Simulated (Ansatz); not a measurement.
This geometry of CH$_{4}$BFO (8 atoms, charge 0, multiplicity 1) is a first-order saddle point.

The calculation used RKS PBE0/def2-SVP in Ansatz 0.2.0.

```xyz
8
Properties=species:S:1:pos:R:3
C -0.097 1.060 -0.085
O 0.486 -0.138 -0.542
B 0.206 -1.321 0.020
F 0.807 -2.391 -0.478
H 0.215 1.293 0.946
H -1.197 1.016 -0.119
H 0.239 1.875 -0.740
H -0.566 -1.451 0.943
```

Task: Which two structures does it join? (They come from a converged band through this point; their orientation in space is the band's.)

Result: No bond is made or broken. The dihedral H5–C1–O2–B3 goes from -1 to 120°. The two ends are copies of one structure, up to a mirror image or an exchange of like atoms.

First end point:

```xyz
8
Properties=species:S:1:pos:R:3
C -0.200 1.048 -0.065
O 0.117 -0.164 -0.699
B 0.282 -1.310 -0.028
F 0.581 -2.394 -0.726
H -0.306 0.928 1.026
H -1.145 1.438 -0.473
H 0.592 1.785 -0.266
H 0.170 -1.389 1.174
```

Last end point:

```xyz
8
Properties=species:S:1:pos:R:3
C -0.051 1.067 0.063
O 0.696 -0.092 -0.201
B 0.178 -1.323 -0.118
F 0.973 -2.346 -0.388
H 0.407 1.615 0.900
H -1.097 0.834 0.321
H -0.040 1.719 -0.823
H -0.974 -1.530 0.190
```

Task: How far does it lie above each of them?

Result: 0.034 eV above the first and 0.034 eV above the second. This is the barrier of this one path; another mechanism may lie lower.

Run time: 6.9 min on 1 thread of Arm Neoverse V1, with other jobs on the host, peak memory 0.24 GiB.
